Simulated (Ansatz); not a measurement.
C7H9N, SMILES `Cc1ccncc1C`. The species carries charge 0 and has multiplicity 1. The geometry is a stationary point of PBE0-D4/def2-TZVP.

```xyz
17

C    -0.167   -0.323   -1.915
C     0.126    0.274   -0.577
C     0.720    1.523   -0.460
C     0.978    2.047    0.797
N     0.684    1.412    1.923
C     0.116    0.218    1.807
C    -0.189   -0.407    0.603
C    -0.830   -1.756    0.587
H     0.357   -1.275   -2.046
H     0.137    0.345   -2.721
H    -1.234   -0.534   -2.030
H     0.982    2.089   -1.347
H     1.442    3.024    0.898
H    -0.119   -0.291    2.740
H    -0.991   -2.123    1.602
H    -1.799   -1.735    0.080
H    -0.213   -2.489    0.059
```

(1) What is the dipole moment at B3LYP/def2-TZVPP? (An estimate is asked.)

(2) And with PBE, r2SCAN, ωB97M-V? (Estimate.)

(3) Give the Mulliken charges with B3LYP, PBE, r2SCAN in def2-TZVPP. (Estimate.)

Answers

(1) Ansatz gave: 2.93 D, with components (-0.72, -1.49, -2.42) D in this frame, pointing from negative to positive charge.

(2) The calculation gave: PBE 2.91 D, r2SCAN 2.97 D, ωB97M-V 2.91 D.

(3) Computed: 
```tsv
atom	B3LYP	PBE	r2SCAN
C1	-0.25	-0.23	-0.16
C2	-0.01	-0.02	-0.01
C3	-0.09	-0.06	-0.05
C4	-0.04	-0.06	0.03
N5	-0.23	-0.16	-0.30
C6	-0.04	-0.07	0.01
C7	0.04	0.06	0.09
C8	-0.24	-0.23	-0.15
H9	0.10	0.09	0.06
H10	0.08	0.08	0.04
H11	0.10	0.09	0.06
H12	0.11	0.09	0.07
H13	0.12	0.10	0.08
H14	0.10	0.08	0.06
H15	0.08	0.08	0.05
H16	0.09	0.09	0.06
H17	0.09	0.09	0.06
```

B3LYP here is the variant with VWN-RPA as its local correlation; programs differ in this.
